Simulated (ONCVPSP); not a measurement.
# Mg (Z = 12) ONCV: all-electron and pseudo phase curves

```json
{
 "Element": "magnesium (Mg)",
 "Generator": "ONCVPSP 4.0.1",
 "Type": "optimised norm-conserving Vanderbilt (ONCV)",
 "Functional": "PBEsol",
 "Relativity": "scalar-relativistic",
 "Frozen core": "[He]",
 "Valence charge": "10",
 "Reference configuration": "2s2 2p6 3s1.75 (charge +0.25)",
 "Partial waves": "2s+3s: rc 1.15 bohr, ncon 4, nbas 8, qcut 9.4 1/bohr, 2 projectors; 2p: rc 1.15 bohr, ncon 4, nbas 7, qcut 11.2 1/bohr, 2 projectors, debl 2.3 Ha; d scattering state at 0.11 Ha: rc 1.10 bohr, ncon 4, nbas 8, qcut 8.2 1/bohr, 3 projectors, debl 3.7 Ha",
 "Local potential": "polynomial inside 1.05 bohr (lpopt 5, dvloc0 0 Ha)",
 "Core correction": "polynomial model core, fcfact 0.55"
}
```

The phase is arctan(r·R′/R) of the radial function R(r), unwrapped; energies in Ha, scanned from -5 to 5 Ha. A pole is an energy at which the radial function vanishes at the test radius. The pseudo phase is shifted by a multiple of π to meet the all-electron one at the reference energy, and phase errors are pseudo minus all-electron; the curves can meet again beyond the range given. Levels narrower than the energy grid can be missing from the lists of poles.

Question: For each channel, where are the poles, and over which energies does the pseudopotential scatter like the atom?

Answer:

```csv
channel,radius (bohr),reference energy (Ha),"poles, all-electron","poles, pseudo",unbroken range about the reference energy with phases within 0.05 rad,phase error 1 Ha above the reference energy (rad)
s,1.17,-0.23,-2.19,-2.19,the whole range,-0.000
p,1.17,-1.79,-1.05,-1.05,the whole range,+0.000
d,1.11,0.11,none,none,the whole range,-0.000
```

Phases in the s channel:

```tsv
E (Ha)	all-electron	pseudo
-4.96	0.860	0.860
-4.48	0.602	0.602
-4.00	0.038	0.038
-3.52	-0.768	-0.768
-3.04	-1.241	-1.241
-2.56	-1.466	-1.466
-2.08	-1.595	-1.595
-1.60	-1.686	-1.686
-1.12	-1.761	-1.761
-0.64	-1.830	-1.830
-0.16	-1.902	-1.902
0.32	-1.985	-1.985
0.80	-2.087	-2.087
1.28	-2.224	-2.224
1.76	-2.418	-2.418
2.24	-2.698	-2.700
2.72	-3.075	-3.078
3.20	-3.478	-3.483
3.68	-3.805	-3.810
4.16	-4.033	-4.038
4.64	-4.188	-4.193
```
